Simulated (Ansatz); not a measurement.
Basis-set series for H6O2SSi2 (`O[SiH](O)S[SiH3]`). Total charge 0; spin multiplicity 1. The geometry is a stationary point of PBE0-D4/def2-TZVP. It is one conformer, not always the lowest.

```
atom    x (Å)    y (Å)    z (Å)
  O1   0.1271  -1.2271   1.7600
 Si2   0.7862  -0.0542   0.8440
  O3   2.4024  -0.0400   1.0975
  S4   0.5080  -0.3388  -1.2577
 Si5  -1.4846   0.4298  -1.4006
  H6   0.4237  -2.1279   1.6175
  H7   0.1061   1.1846   1.2757
  H8   2.9516   0.3773   0.4320
  H9  -2.3754  -0.2205  -0.4080
 H10  -1.5036   1.8981  -1.1843
 H11  -1.9415   0.1187  -2.7762
```

```json
{"functional": "PBE0-D4", "basis": "def2-TZVPP", "functions": "272", "energy (Eh)": "-1130.95720", "HOMO (eV)": "-7.64", "LUMO (eV)": "0.00"}
{"functional": "PBE0-D4", "basis": "def2-QZVPP", "functions": "504", "energy (Eh)": "-1130.99855", "HOMO (eV)": "-7.67", "LUMO (eV)": "-0.22"}
{"functional": "ωB97M-V", "basis": "def2-TZVPP", "functions": "272", "energy (Eh)": "-1131.38188", "HOMO (eV)": "-9.81", "LUMO (eV)": "1.63"}
{"functional": "ωB97M-V", "basis": "def2-QZVPP", "functions": "504", "energy (Eh)": "-1131.42070", "HOMO (eV)": "-9.84", "LUMO (eV)": "1.12"}
```

Question: Give the rows for def2-SVP. (An estimate is asked.)

Answer: Computed: 
```tsv
functional	basis	functions	energy (Eh)	HOMO (eV)	LUMO (eV)
PBE0-D4	def2-SVP	112	-1130.40809	-7.54	0.44
ωB97M-V	def2-SVP	112	-1130.82834	-9.67	2.35
```

Positive LUMOs are unbound and depend on the basis.
